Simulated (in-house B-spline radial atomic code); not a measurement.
# RPA and G0W0 on r2SCAN0: the caesium ion Cs⁴⁺

Configuration [Kr] 4d10 5s2 5p3, highest spin, mean-field start r2SCAN0. Computed with an all-electron radial atomic-structure program (B-spline basis): all electrons, scalar-relativistic (spin-free one-electron X2C), finite nucleus, each spin shell either full or empty, empty states to l = 9 with an (l + 1/2)⁻⁴ tail; G0W0 by contour deformation at full frequency.

Spin-orbit coupling, left out, splits p levels strongly here.

Command:
```bash
python run_gw.py task.json out
```
Settings (radii: box in bohr, nucleus in fm):
```
Z                        55
electrons                51
configuration            [Kr] 4d10 5s2 5p3
hamiltonian              x2c
method                   r2scan0
lmax                     9
rms_radius               4.8041
spin_polarised           True
box_radius               11.96
intervals                67
```

Time taken, with all properties: 6.4 s on 1 thread of Arm Neoverse N1, on a shared host.

Energies (hartree):

```tsv
term	value
mean-field total	-7782.31041
Hartree-Fock functional on these orbitals	-7779.41444
direct second order	-4.4986
second-order exchange	1.2351
SOSEX correction	1.1589
```

Q: What is the RPA correlation energy, and what remains with SOSEX?

A: RPA gives -3.9866 hartree (-2.13 eV per electron); RPA + SOSEX gives -2.8277, and the second-order doubles -3.2635 hartree (no singles). RPA lacks exchange-type terms and so overcorrelates at short range.

Quasi-particle levels (eV):

| level | occupied | mean field | Σx - vxc | Σc | QP weight | G0W0 |
| --- | --- | --- | --- | --- | --- | --- |
| 5p up | yes | -54.26 | -3.53 | ? | ? | ? |
| 5s down | yes | -65.24 | -2.10 | -2.81 | 0.957 | -70.15 |
| 4d down | yes | -121.68 | -8.63 | 1.61 | 0.903 | -128.70 |
| 5p down | no | -47.01 | 5.39 | -2.60 | 0.954 | -44.22 |

G0W0 = mean field + (Σx - vxc) + Σc, with Σc (partial-wave tail included) taken at the quasi-particle energy. Only the outer levels were computed. Levels of low weight are left out.

Q: Where does G0W0 put 5p up?

A: At -58.51 eV, with Σc = -0.73 eV and a quasi-particle weight of 0.955. The tabulated removal energy is 56 ± 1.9 eV (NIST, tabulated theory); the calculation leaves out spin-orbit coupling, Breit and QED terms, and what these don't explain is the method's own error.
